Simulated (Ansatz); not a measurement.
The same path of BClH3N + H2S (9 atoms, charge 0, multiplicity 1) was run twice with different band settings. Lost on the way: B1–Cl2, S7–H9. Made: B1–S7, Cl2–H9.

All numbers below come from RKS PBE0-D4/6-31G* in Ansatz.

Relaxed end points:

```xyz
9
Properties=species:S:1:pos:R:3
B 0.116 -0.294 -0.124
Cl 0.090 -0.920 1.544
N 1.303 -0.308 -0.836
H 2.176 -0.649 -0.462
H 1.362 0.053 -1.776
H -0.900 0.112 -0.598
S 0.040 3.013 1.532
H 1.194 2.529 2.024
H -0.657 1.941 1.948
```

```xyz
9
Properties=species:S:1:pos:R:3
B 0.152 0.702 -0.521
Cl -0.426 -0.274 3.438
N 1.366 0.117 -0.860
H 1.418 -0.638 -1.527
H 2.258 0.367 -0.460
H -0.866 0.335 -1.023
S -0.025 2.058 0.697
H 1.270 2.209 1.039
H -0.423 0.601 2.471
```

Common settings: spring 5.0 eV/Å²; optimiser quadratic models (default); start path through a guess of the saddle point; force threshold 0.05 eV/Å; iteration limit 60; end points relaxed.

| run | movable images | climbing image |
| --- | --- | --- |
| 1 | 7 | yes |
| 2 | 4 | no |

(1) What does each run give, and how far can it be trusted?

Answers

(1) Run 1: converged after 53 iterations, highest image 1.292 eV above the first end. The profile has 2 maxima (images 1, 4) with wells between them (image 3): this band takes more than one step, which may be the mechanism or a detour left from its start path. Neighbouring images differ by up to 1.3 eV, so the band resolves the path poorly. The order of the point at the top wasn't checked.
Run 2: converged after 18 iterations, highest image 1.091 eV above the first end. No image climbed, so the highest image needn't sit at the top of the path.
The orbitals stay closed-shell, which can raise the energy where a bond breaks towards radicals; this wasn't checked here.
